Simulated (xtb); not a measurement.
CF4, charge +1, doublet, from a rough starting geometry (a state made from the parent by changing its charge; the spin is typed, not shown lowest); xtb 6.7.1 with GFN2-xTB.

The xtb input:
```
$ xtb mol.xyz --gfn 2 --chrg 1 --uhf 1 --opt vtight --json

# file mol.xyz
5

F      0.00512785    -1.04980370    -0.82882026
C      0.00047379     0.02494148     0.03570763
F     -0.12847511     1.11361760    -0.63355752
F     -0.99292412    -0.08284882     0.86117282
F      1.15450297     0.00995928     0.61498454
```

It wrote (shortened):

```
   ID    Z sym.   atoms
    1    9 F      1, 3-5
    2    6 C      2

           -------------------------------------------------
          |                Calculation Setup                |
           -------------------------------------------------

           -------------------------------------------------
          |                 G F N 2 - x T B                 |
           -------------------------------------------------

          ...................................................
          :                      SETUP                      :
          :.................................................:
          :  # basis functions                  20          :
          :  # atomic orbitals                  20          :
          :  # shells                           10          :
          :  # electrons                        31          :
          :  max. iterations                   250          :
          :  Hamiltonian                  GFN2-xTB          :
          :  restarted?                      false          :
          :  GBSA solvation                  false          :
          :  PC potential                    false          :
          :  electronic temp.          300.0000000     K    :
          :  accuracy                    1.0000000          :
          :  -> integral cutoff          0.2500000E+02      :
          :  -> integral neglect         0.1000000E-07      :
          :  -> SCF convergence          0.1000000E-05 Eh   :
          :  -> wf. convergence          0.1000000E-03 e    :
          :  Broyden damping             0.4000000          :
          :  net charge                          1          :
          :  unpaired electrons                  1          :
          ...................................................

 iter      E             dE          RMSdq      gap      omega  full diag
   1    -20.3641606 -0.203642E+02  0.430E+00   15.82       0.0  T
   2    -20.3014894  0.626712E-01  0.420E+00   14.65       1.0  T
   3    -20.3145676 -0.130782E-01  0.395E+00   14.77       1.0  T
   4    -20.2953972  0.191704E-01  0.402E+00   14.60       1.0  T
   5    -20.3619311 -0.665339E-01  0.220E+00   15.14       1.0  T
   6    -20.3498860  0.120451E-01  0.245E+00   15.10       1.0  T
   7    -20.3518446 -0.195856E-02  0.218E+00   15.17       1.0  T
   8    -20.3753761 -0.235315E-01  0.143E+00   15.16       1.0  T
   9    -20.3800540 -0.467789E-02  0.114E+00   15.18       1.0  T
  10    -20.3866061 -0.655212E-02  0.617E-01   15.19       1.0  T
  11    -20.3879200 -0.131391E-02  0.469E-01   15.19       1.0  T
  12    -20.3646123  0.233077E-01  0.178E+00   15.15       1.0  T
  13    -20.3871196 -0.225073E-01  0.543E-01   15.19       1.0  T
  14    -20.3841408  0.297883E-02  0.818E-01   15.18       1.0  T
  15    -20.3881247 -0.398394E-02  0.395E-01   15.19       1.0  T
  16    -20.3888002 -0.675469E-03  0.263E-01   15.19       1.0  T
  17    -20.3893142 -0.513963E-03  0.593E-02   15.19       1.0  T
  18    -20.3893328 -0.186413E-04  0.337E-02   15.19       1.3  T
  19    -20.3893407 -0.791421E-05  0.942E-03   15.19       4.7  T
  20    -20.3893414 -0.672628E-06  0.169E-03   15.19      26.4  T
  21    -20.3893414 -0.633097E-09  0.152E-03   15.19      29.4  T
  22    -20.3893414 -0.166802E-07  0.391E-04   15.19     114.5  T
  23    -20.3893414 -0.837471E-09  0.177E-04   15.19     253.2  T

   *** convergence criteria satisfied after 23 iterations ***

         :::::::::::::::::::::::::::::::::::::::::::::::::::::
         ::                     SUMMARY                     ::
         :::::::::::::::::::::::::::::::::::::::::::::::::::::
         :: total energy             -20.332998378124 Eh    ::
         :: gradient norm              0.045952511517 Eh/a0 ::
         :: HOMO-LUMO gap             15.188501712229 eV    ::
         ::.................................................::
         :: SCC energy               -20.389341358226 Eh    ::
         :: -> isotropic ES            0.215522849686 Eh    ::
         :: -> anisotropic ES          0.024307233109 Eh    ::
         :: -> anisotropic XC         -0.027862670094 Eh    ::
         :: -> dispersion             -0.001282955200 Eh    ::
         :: repulsion energy           0.056342980102 Eh    ::
         :: add. restraining           0.000000000000 Eh    ::
         :: total charge               1.000000000967 e     ::
         :::::::::::::::::::::::::::::::::::::::::::::::::::::

      -----------------------------------------------------------
     |                   =====================                   |
     |                        A N C O P T                        |
     |                   =====================                   |
     |               Approximate Normal Coordinate               |
     |                Rational Function Optimizer                |
      -----------------------------------------------------------
      -----------------------------------------------------------
     |                   =====================                   |
     |                        A N C O P T                        |
     |                   =====================                   |
     |               Approximate Normal Coordinate               |
     |                Rational Function Optimizer                |
      -----------------------------------------------------------

          ...................................................
          :                      SETUP                      :
          :.................................................:
          :   optimization level         verytight          :
          :   max. optcycles                   200          :
          :   ANC micro-cycles                  20          :
          :   degrees of freedom                 9          :
          :.................................................:
          :   RF solver                   davidson          :
[...]
 * total energy  :   -20.3329984 Eh     change       -0.2271605E-09 Eh
 * total energy  :   -20.3345903 Eh     change       -0.1591952E-02 Eh
 * total energy  :   -20.3352948 Eh     change       -0.7045071E-03 Eh
 * total energy  :   -20.3354415 Eh     change       -0.1466944E-03 Eh
 * total energy  :   -20.3356304 Eh     change       -0.1888323E-03 Eh
 * total energy  :   -20.3356853 Eh     change       -0.5495118E-04 Eh
 * total energy  :   -20.3357169 Eh     change       -0.3162044E-04 Eh
 * total energy  :   -20.3357224 Eh     change       -0.5449028E-05 Eh
 * total energy  :   -20.3357311 Eh     change       -0.8747949E-05 Eh
 * total energy  :   -20.3357337 Eh     change       -0.2599346E-05 Eh
 * total energy  :   -20.3357354 Eh     change       -0.1694708E-05 Eh
 * total energy  :   -20.3357356 Eh     change       -0.1906928E-06 Eh
 * total energy  :   -20.3357356 Eh     change       -0.2361197E-07 Eh
   *** GEOMETRY OPTIMIZATION CONVERGED AFTER 13 ITERATIONS ***
[...]
          :  -> integral cutoff          0.2500000E+02      :
          :  -> integral neglect         0.1000000E-07      :
          :  -> SCF convergence          0.1000000E-05 Eh   :
          :  -> wf. convergence          0.1000000E-03 e    :
          :  Broyden damping             0.4000000          :
          :  net charge                          1          :
          :  unpaired electrons                  1          :
          ...................................................

 iter      E             dE          RMSdq      gap      omega  full diag
   1    -20.3843533 -0.203844E+02  0.130E-04   17.08       0.0  T
   2    -20.3843533  0.306413E-07  0.197E-03   17.08      22.6  T
   3    -20.3843533 -0.297590E-07  0.368E-04   17.08     121.6  T
   4    -20.3843533 -0.965613E-09  0.628E-05   17.08     711.9  T

   *** convergence criteria satisfied after 4 iterations ***

         :::::::::::::::::::::::::::::::::::::::::::::::::::::
         ::                     SUMMARY                     ::
         :::::::::::::::::::::::::::::::::::::::::::::::::::::
         :: total energy             -20.335735641144 Eh    ::
         :: gradient norm              0.000025916633 Eh/a0 ::
         :: HOMO-LUMO gap             17.077345058197 eV    ::
         ::.................................................::
         :: SCC energy               -20.384353233306 Eh    ::
         :: -> isotropic ES            0.214436437202 Eh    ::
         :: -> anisotropic ES          0.023586234629 Eh    ::
         :: -> anisotropic XC         -0.026378477531 Eh    ::
         :: -> dispersion             -0.001281903311 Eh    ::
         :: repulsion energy           0.048617592162 Eh    ::
         :: add. restraining           0.000000000000 Eh    ::
         :: total charge               1.000000000385 e     ::
         :::::::::::::::::::::::::::::::::::::::::::::::::::::

           -------------------------------------------------
          |                Property Printout                |
           -------------------------------------------------

    * Orbital Energies and Occupations

         #    Occupation            Energy/Eh            Energy/eV
      -------------------------------------------------------------
         1        2.0000           -1.2617191             -34.3331
       ...           ...                  ...                  ...
         4        2.0000           -1.2420810             -33.7987
         5        2.0000           -1.0349319             -28.1619
         6        2.0000           -1.0022938             -27.2738
         7        2.0000           -1.0022929             -27.2738
         8        2.0000           -1.0007529             -27.2319
         9        2.0000           -0.9204770             -25.0475
        10        2.0000           -0.9177016             -24.9719
        11        1.9981           -0.9050878             -24.6287
        12        1.9950           -0.9041478             -24.6031
        13        1.9949           -0.9041451             -24.6030
        14        1.9810           -0.9028745             -24.5685
        15        1.5155           -0.8991869             -24.4681
        16        1.5155           -0.8991867             -24.4681 (HOMO)
        17                         -0.2716058              -7.3908 (LUMO)
        18                         -0.2702019              -7.3526
        19                         -0.2701804              -7.3520
        20                         -0.1990750              -5.4171
      -------------------------------------------------------------
                  HL-Gap            0.6275809 Eh           17.0773 eV
             Fermi-level           -0.7422620 Eh          -20.1980 eV

     #   Z          covCN         q      C6AA      α(0)
     1   9 F        0.793     0.092     8.621     3.468
     2   6 C        3.137     0.634    16.813     6.711
     3   9 F        0.793     0.092     8.621     3.468
     4   9 F        0.793     0.092     8.621     3.468
     5   9 F        0.793     0.092     8.621     3.468

 Mol. C6AA /au·bohr⁶  :        247.463150
 Mol. C8AA /au·bohr⁸  :       4909.079457
 Mol. α(0) /au        :         20.584177

Wiberg/Mayer (AO) data.
largest (>0.10) Wiberg bond orders for each atom

 ---------------------------------------------------------------------------
     #   Z sym  total        # sym  WBO       # sym  WBO       # sym  WBO
 ---------------------------------------------------------------------------
     1   9 F    1.197 --     2 C    0.972     5 F    0.121
     2   6 C    3.888 --     5 F    0.972     4 F    0.972     1 F    0.972
                             3 F    0.972
     3   9 F    1.197 --     2 C    0.972     4 F    0.121
     4   9 F    1.197 --     2 C    0.972     3 F    0.121
     5   9 F    1.197 --     2 C    0.972     1 F    0.121
 ---------------------------------------------------------------------------

Topologies differ in total number of bonds
Writing topology from bond orders to xtbtopo.mol

molecular dipole:
                 x           y           z       tot (Debye)
 q only:        0.015       0.006       0.019
   full:        0.015       0.006       0.019       0.062
molecular quadrupole (traceless):
                xx          xy          yy          xz          yz          zz
 q only:        0.035      -0.082       0.018      -0.015       0.014      -0.053
  q+dip:       -0.074       0.174      -0.039       0.033      -0.029       0.113
   full:       -0.071       0.167      -0.037       0.031      -0.028       0.109

optimized geometry written to: xtbopt.xyz

           -------------------------------------------------
          | TOTAL ENERGY              -20.335735641144 Eh   |
          | GRADIENT NORM               0.000025916633 Eh/α |
          | HOMO-LUMO GAP              17.077345058197 eV   |
           -------------------------------------------------

normal termination of xtb
```
